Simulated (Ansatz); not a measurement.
`[OH][Al]([OH])[OH]` + `N[SiH3]` → `[OH][Al-]([OH])([OH])[NH2+][SiH3]`  (adduct formation)

Computed with Ansatz on PBE0-D4/def2-TZVP structures; ΔE is electronic, products minus reactants. CCSD(T)/CBS adds triple-zeta CCSD(T) − MP2 to the extrapolated MP2 energy (def2 sets, frozen cores). This one scheme is used for every species. DFT in def2-TZVPP. One conformer a species, not always the lowest.

`[OH][Al]([OH])[OH]`:

```xyz
7

O     1.544    0.653   -0.208
Al    0.000    0.000    0.000
O    -0.181   -1.555    0.634
O    -1.363    0.902   -0.426
H     2.338    0.173    0.021
H    -1.037   -1.958    0.766
H    -1.301    1.785   -0.787
```

`N[SiH3]`:

```xyz
7

N     0.035   -0.168   -1.053
Si   -0.132    0.086    0.640
H     0.481   -1.007   -1.388
H     0.246    0.611   -1.655
H    -0.706   -1.149    1.233
H     1.128    0.392    1.383
H    -1.052    1.236    0.840
```

`[OH][Al-]([OH])([OH])[NH2+][SiH3]`:

Cartesian coordinates in Å:
```
O 0.501 2.055 1.145
Al 0.833 0.811 0.005
O 1.496 -0.658 0.632
O 1.297 1.265 -1.588
N -1.022 0.117 -0.337
Si -1.178 -1.614 0.116
H 0.782 2.954 0.990
H 1.873 -0.689 1.509
H 2.082 0.909 -1.996
H -1.213 0.281 -1.322
H -1.650 0.715 0.195
H -0.978 -1.733 1.572
H -0.247 -2.396 -0.716
H -2.576 -2.017 -0.207
```

```json
{"level": "BHLYP-D4", "ΔE (kcal/mol)": "-28.9"}
{"level": "CCSD/def2-SVP", "ΔE (kcal/mol)": "-32.6"}
```

Task: What does CCSD(T)/CBS give? (An estimate is asked.)

Result: Ansatz gave: -27.8 kcal/mol. The listed levels differ from it by -1.1, -4.8 kcal/mol.

Largest T1 diagnostic among the species: 0.012.

At CCSD(T), def2-SVP lies −5.5 kcal/mol from the extrapolated value and def2-TZVPP +0.2 kcal/mol. From BLYP to BHLYP (50 % exact exchange), in def2-TZVPP and without D4, ΔE moves by −5.4 kcal/mol.
